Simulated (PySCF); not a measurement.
This PySCF input asks for the NMR shieldings of SMILES B[C@@H]1C=CCCC1, C$_{6}$H$_{11}$B; the geometry comes from GFN2-xTB.

```python
import basis_set_exchange as bse
import numpy as np
from pyscf import gto, dft
from pyscf.prop import nmr

atoms = """
B     2.465157    0.386601    0.618681
C     1.081611    0.232594   -0.113060
C     0.122148    1.376931    0.059252
C    -1.193129    1.241282    0.102596
C    -1.901956   -0.069239   -0.051462
C    -0.971564   -1.129000   -0.633563
C     0.362012   -1.105422    0.106244
H     2.905911    1.447233    0.836498
H     3.087234   -0.564974    0.891212
H     1.399332    0.264939   -1.173403
H     0.569303    2.356862    0.154225
H    -1.825448    2.105272    0.259013
H    -2.270818   -0.394186    0.927752
H    -2.777283    0.060598   -0.694142
H    -0.802098   -0.921775   -1.693103
H    -1.434163   -2.115251   -0.554128
H     0.177937   -1.238680    1.174459
H     0.997054   -1.927468   -0.228730
"""
names = dict.fromkeys(["B", "C", "H"], "pcSseg-1")
basis = {el: gto.basis.parse(bse.get_basis(n, elements=[el], fmt="nwchem")) for el, n in names.items()}
mol = gto.M(atom=atoms, basis=basis, charge=0, verbose=0)
mf = dft.RKS(mol, xc="PBE0")
mf.grids.level = 2
mf.grids.alignment = dft.numint.BLKSIZE   # the property module wants whole blocks of grid points
mf.conv_tol = 1e-9
mf.kernel()

calc = nmr.RKS(mf)   # GIAO
C = mf.mo_coeff
Co = C[:, mf.mo_occ > 0]
resp = mf.gen_response(singlet=True, hermi=2)
def vind(x):   # induced exchange potential for any number of trial vectors
    d = np.einsum("pi,xij,qj->xpq", C, 2 * x.reshape(-1, C.shape[1], Co.shape[1]), Co, optimize=True)
    return np.einsum("xpq,pi,qj->xij", resp(d - d.transpose(0, 2, 1)), C, Co, optimize=True).ravel()
mo1, _ = nmr.rhf.solve_mo1(calc, with_cphf=vind)
sigma = calc.kernel(mo1)
for i, s in enumerate(sigma):   # ppm
    w = np.linalg.eigvalsh((s + s.T) / 2)
    print("%2d %-2s iso %8.1f  s11 %8.1f  s22 %8.1f  s33 %8.1f" % (i, mol.atom_pure_symbol(i), w.mean(), *w))
```

Question: What does it print?

Answer: 
```
 0 B  iso     10.8  s11    -58.9  s22    -27.9  s33    119.1
 1 C  iso    137.9  s11    103.8  s22    134.5  s33    175.5
 2 C  iso     48.6  s11    -58.1  s22     57.8  s33    146.2
 3 C  iso     53.0  s11    -57.1  s22     58.3  s33    157.9
 4 C  iso    157.7  s11    146.4  s22    161.4  s33    165.2
 5 C  iso    158.6  s11    151.2  s22    160.4  s33    164.2
 6 C  iso    156.4  s11    149.8  s22    153.1  s33    166.1
 7 H  iso     23.9  s11     16.4  s22     27.3  s33     27.9
 8 H  iso     24.0  s11     15.8  s22     27.2  s33     28.8
 9 H  iso     29.9  s11     25.2  s22     29.3  s33     35.1
10 H  iso     25.2  s11     23.4  s22     24.8  s33     27.4
11 H  iso     25.7  s11     23.4  s22     26.3  s33     27.4
12 H  iso     29.5  s11     25.9  s22     27.3  s33     35.3
13 H  iso     29.6  s11     25.2  s22     27.7  s33     35.9
14 H  iso     30.1  s11     26.5  s22     28.5  s33     35.4
15 H  iso     29.8  s11     25.0  s22     28.1  s33     36.2
16 H  iso     30.1  s11     26.4  s22     28.5  s33     35.4
17 H  iso     29.4  s11     24.9  s22     27.4  s33     36.0
```

These numbers come from an equivalent density-fitted implementation of the same equations, which agrees with the script to about 0.01 ppm for H and up to a few tenths of a ppm for heavy atoms, so last digits may differ.

Size and cost of the density-fitted run: 174 basis functions, 44 s wall time on 1 thread of an Arm Neoverse N1, shared host; peak memory 0.79 GiB.
